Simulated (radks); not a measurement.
All-electron atom: Ca XIII in [He] 2s2 2p4 (the NIST ground configuration). Method: Dirac Kohn-Sham, PBE, spin-unpolarised, spherical densities, point nucleus; open shells are shared between the two j in proportion to 2j + 1; computed with a radial shooting solver on a logarithmic mesh with Libxc functionals. Some entries of the table are withheld. Estimate them.

orbital,occ.,eigenvalue (eV),r(max) (bohr)
1s1/2,2,(1),0.05024
2s1/2,2,-769.1784,(2)
2p1/2,1.33333,-703.1191,0.2344
2p3/2,2.66667,-698.8355,0.2362

Answer. 
(1) 1s1/2 eigenvalue (eV): -4375.961
(2) 2s1/2 r(max) (bohr): 0.2908
